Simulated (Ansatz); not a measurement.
Born–Oppenheimer molecular dynamics of CH3InO (6 atoms, charge 0, multiplicity 1). It starts at the highest image of a converged band. Of that band: Neighbouring images differ by up to 1.7 eV, so the band resolves the path poorly. A vibrational analysis at the climbing image gives one clearly imaginary mode, 2056i cm⁻¹: a first-order saddle point.

Method: RKS r2SCANh-D4/def2-mTZVP in Ansatz.

| Item | Value |
| --- | --- |
| ensemble | NVE (velocity Verlet) |
| time step | 0.5 fs |
| steps asked | 200 |
| starting velocities drawn for | 300 K |
| seed | 9200 |

First frame:

```xyz
6
Properties=species:S:1:pos:R:3
O -0.753 -1.953 0.307
C 0.040 -0.998 -0.097
In 0.005 1.185 0.078
H 0.185 -2.259 -0.272
H -0.486 2.072 -1.324
H 1.051 1.890 1.262
```

Task: How far do the bonds stretch over the last three quarters of this one trajectory? (Pairs bonded in most of those frames.)

Result: 
| bond | mean (Å) | spread (Å) | shortest | longest |
| --- | --- | --- | --- | --- |
| O1–C2 | 1.136 | 0.038 | 1.08 | 1.20 |
| C2–In3 | 2.488 | 0.267 | 2.12 | 2.97 |
| In3–H4 | 2.052 | 0.328 | 1.43 | 2.60 |
| In3–H5 | 1.760 | 0.074 | 1.64 | 1.87 |
| In3–H6 | 1.774 | 0.090 | 1.63 | 1.96 |

Mean temperature of the second half: 3853 K. The conserved energy stayed within 1.9 meV per atom of its start (net change 0.066 meV per atom), so the integration is sound. The kinetic energy rose, since the run started high on the potential surface and went downhill. It ends in pieces (CO + H + H2In), so much of that is their flight and rotation, not heat. A run of 0.1 ps of so small a system gives no equilibrium averages. The orbitals stay closed-shell, which can raise the energy where a bond breaks towards radicals; this wasn't checked here.

The run took 3.3 min on 2 threads of AMD EPYC 9R45 96-Core Processor (Zen 5), with other jobs on the host, peak memory 0.21 GiB.
